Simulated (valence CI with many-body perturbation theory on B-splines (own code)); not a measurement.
# Ne5+: electric-dipole lines

Calculated by valence CI with perturbative core correlation (CI+MBPT): three valence electrons over a frozen Dirac-Fock core [He], a basis of 11 s, 11 p, 10 d, 8 f, 5 g, 2 h functions for each j, with the one-electron correlation potential Σ1 (screened to all orders), the two-electron term Σ2, the three-electron term Σ3, Breit, model QED; selected single and double excitations, second order for the rest, scaled by the run's own slope (own B-spline code, finite nucleus).

Against 34 measured levels this calculation errs by 190 cm⁻¹ on average and by 461 at most. These come from a selection out of NIST levels in Podobedova, Fuhr, Reader and Wiese, J. Phys. Chem. Ref. Data 33, 525 (2004). Levels without a partner in it may be off by more. 3 measured levels below the end of the list, from 983000 cm⁻¹ on, found no clear computed partner, and computed levels of the same name lie up to 9625 cm⁻¹ from them.

Lines 1 to 50 of 598 in falling wavelength, among levels below 1175200 cm⁻¹, chosen from the strongest by gf and those to the six lowest levels. Wavelengths and rates use the calculated energies, so an error of 200 cm⁻¹ moves a line at 4563 nm by 9.1 % and its rate by three times that or more. Electric multipoles are in the length gauge, E1 and E2 with the static RPA response of the core. Weak lines are less certain than strong ones. Lines between different terms over intervals too small for the method are left out, as are lines whose strength nearly cancels. Where a level lies close to another of its J and parity, the split of strength between their lines is uncertain. The highest levels of a list are the least certain.

Names give the largest LS component (configuration and term), which can be under half, so a name can repeat, a term be missing and a line seem to break the LS rules; names also repeat where a configuration has a term twice. Letters in brackets count levels of one name in rising energy.

```csv
λ vac (nm),Upper,Lower,A (s⁻¹),S (a.u.) with core polarisation,S without
4563,2s²6f ²F°_7/2,2s²6d ²D_5/2,5.62e+05,2.11e+02,2.11e+02
4554,2s²6f ²F°_5/2,2s²6d ²D_3/2,5.28e+05,1.48e+02,1.48e+02
2336,2s²5f ²F°_7/2,2s²5d ²D_5/2,1.72e+06,8.68e+01,8.68e+01
2329,2s²5f ²F°_5/2,2s²5d ²D_3/2,1.63e+06,6.10e+01,6.10e+01
2317,2s²6d ²D_3/2,2s²6p ²P°_3/2,7.40e+05,1.82e+01,1.82e+01
2312,2s²6d ²D_5/2,2s²6p ²P°_3/2,4.47e+06,1.63e+02,1.63e+02
2295,2s²6d ²D_3/2,2s²6p ²P°_1/2,3.80e+06,9.08e+01,9.08e+01
1821,2s²6p ²P°_1/2,2s²6s ²S_1/2,7.24e+06,4.31e+01,4.31e+01
1808,2s²6p ²P°_3/2,2s²6s ²S_1/2,7.39e+06,8.62e+01,8.62e+01
1776,2s2p4s ²P°_3/2,2s²5s ²S_1/2,1.01e+06,1.12e+01,1.12e+01
1688,2s²5d ²D_5/2,2s²5p ²P°_3/2,3.89e+06,5.55e+01,5.55e+01
1626,2s²5d ²D_3/2,2s²5p ²P°_1/2,3.87e+06,3.29e+01,3.29e+01
1170,2s2p4f ⁴F_9/2,2s2p4d ⁴D°_7/2,2.48e+06,1.96e+01,1.96e+01
1166,2s2p4f ⁴F_3/2,2s2p4d ⁴D°_1/2,2.43e+06,7.60e+00,7.60e+00
1156,2s2p4f ⁴F_5/2,2s2p4d ⁴D°_3/2,2.62e+06,1.20e+01,1.20e+01
1146,2s2p4f ⁴F_7/2,2s2p4d ⁴D°_5/2,2.92e+06,1.74e+01,1.74e+01
1098,2s2p4f ⁴D_7/2,2s2p4d ⁴P°_5/2,2.86e+06,1.49e+01,1.49e+01
1083,2s2p4f ⁴D_5/2,2s2p4d ⁴P°_3/2,2.42e+06,9.09e+00,9.09e+00
966.9,2s2p4d ⁴D°_5/2,2s2p4p ⁴P_3/2,3.68e+06,9.84e+00,9.84e+00
948.4,2s2p4d ⁴D°_7/2,2s2p4p ⁴P_5/2,5.57e+06,1.88e+01,1.88e+01
917.9,2s²5p ²P°_1/2,2s²5s ²S_1/2,2.02e+07,1.54e+01,1.54e+01
913.6,2s2p4f ⁴G_9/2,2s2p4d ⁴F°_7/2,7.52e+06,2.83e+01,2.83e+01
909.9,2s2p4f ⁴G_7/2,2s2p4d ⁴F°_5/2,7.29e+06,2.17e+01,2.17e+01
905.1,2s2p4f ⁴G_11/2,2s2p4d ⁴F°_9/2,8.63e+06,3.79e+01,3.79e+01
903.5,2s2p4f ⁴G_5/2,2s2p4d ⁴F°_3/2,7.63e+06,1.67e+01,1.67e+01
897.6,2s²5p ²P°_3/2,2s²5s ²S_1/2,2.03e+07,2.89e+01,2.89e+01
896.5,2s2p4d ²F°_5/2,2p²3d ²D_3/2 [a],4.05e+06,8.65e+00,8.65e+00
874.6,2s²5d ²D_5/2,2s2p4s ²P°_3/2,8.83e+06,1.75e+01,1.75e+01
853.7,2s2p4d ²F°_7/2,2s2p4p ²D_5/2 [b],5.81e+06,1.43e+01,1.43e+01
838.7,2s2p4d ⁴P°_5/2,2s2p4p ⁴P_5/2,3.20e+06,5.58e+00,5.58e+00
837.4,2s2p4d ⁴F°_9/2,2s2p4p ⁴D_7/2,1.25e+07,3.62e+01,3.62e+01
837.0,2s²5d ²D_3/2,2s2p4s ²P°_1/2,6.78e+06,7.85e+00,7.85e+00
835.6,2s2p4d ⁴F°_3/2,2s2p4p ⁴D_1/2,8.81e+06,1.01e+01,1.01e+01
835.0,2s2p4d ⁴F°_7/2,2s2p4p ⁴D_5/2,1.12e+07,2.56e+01,2.56e+01
834.2,2s2p4d ⁴F°_5/2,2s2p4p ⁴D_3/2,9.71e+06,1.67e+01,1.67e+01
664.2,2s2p4d ²D°_5/2,2s2p4p ²P_3/2,9.56e+06,8.29e+00,8.29e+00
663.4,2s2p4f ²D_5/2,2s2p4d ²D°_3/2,5.44e+06,4.71e+00,4.71e+00
658.9,2s2p4d ⁴D°_7/2,2s2p4p ⁴D_7/2,7.65e+06,8.64e+00,8.64e+00
655.4,2s2p4d ²D°_3/2,2s2p4p ²P_1/2,1.67e+07,9.28e+00,9.28e+00
650.4,2s2p4d ⁴D°_5/2,2s2p4p ⁴D_5/2,4.96e+06,4.04e+00,4.04e+00
639.7,2s2p4d ⁴P°_5/2,2s2p4p ²P_3/2,1.18e+07,9.12e+00,9.12e+00
637.8,2p²3d ²F_7/2 [c],2s2p4d ²D°_5/2,9.79e+06,1.00e+01,1.00e+01
630.1,2s2p4d ²D°_5/2,2s2p4p ⁴S_3/2,9.77e+06,7.24e+00,7.24e+00
619.8,2p²3d ²F_5/2 [c],2s2p4d ²D°_3/2,6.38e+06,4.50e+00,4.50e+00
608.1,2s2p4d ⁴P°_5/2,2s2p4p ⁴S_3/2,1.05e+07,6.99e+00,6.99e+00
604.0,2s2p4p ²P_3/2,2s2p4s ²P°_3/2,1.08e+07,4.68e+00,4.68e+00
600.5,2s2p4d ⁴P°_3/2,2s2p4p ⁴S_3/2,2.01e+07,8.58e+00,8.58e+00
595.1,2s²4d ²D_5/2,2s²4p ²P°_3/2,4.06e+07,2.54e+01,2.54e+01
594.6,2s2p4d ⁴P°_1/2,2s2p4p ⁴S_3/2,2.17e+07,4.51e+00,4.51e+00
591.6,2s²4d ²D_3/2,2s²4p ²P°_1/2,3.45e+07,1.41e+01,1.41e+01
```
